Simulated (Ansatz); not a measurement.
The same path of F$_{2}$H$_{2}$NSi (6 atoms, charge 0, multiplicity 2) was run twice with different band settings. The coordinate that changes most is the dihedral H5–N1–Si2–F4.

The calculation used UKS PBE0-D4/def2-SVP (Ansatz).

Relaxed end points:

```xyz
6
Properties=species:S:1:pos:R:3
N -0.072 1.087 -0.813
Si 0.177 -0.215 0.312
F 1.573 -0.916 -0.071
F -0.949 -1.369 0.230
H -0.917 1.042 -1.395
H 0.230 0.307 1.691
```

```xyz
6
Properties=species:S:1:pos:R:3
N -0.395 1.151 -0.631
Si 0.123 -0.187 0.361
F 1.488 -0.806 -0.231
F -0.999 -1.344 0.319
H -0.521 0.905 -1.622
H 0.346 0.217 1.758
```

Common settings: movable images 7; climbing image yes; optimiser quadratic models (default); start path through a guess of the saddle point; force threshold 0.05 eV/Å; end points relaxed.

| run | spring | iteration limit |
| --- | --- | --- |
| 1 | 5.0 eV/Å² | 52 |
| 2 | 2.0 to 10.0 eV/Å², energy-weighted | 60 |

What does each run give, and how far can it be trusted?

Run 1: converged after 6 iterations, highest image 0.001 eV above the first end. The highest image is an end point: on this band no image between the ends rises above it.
Run 2: converged after 6 iterations, highest image 0.001 eV above the first end. The top lies less than 8 meV above the higher end, about what the thresholds resolve: that end is a shoulder or a very shallow well. Another band between the same ends (7 images) ends at a top of the same energy, where a vibrational analysis finds no clearly imaginary modes.
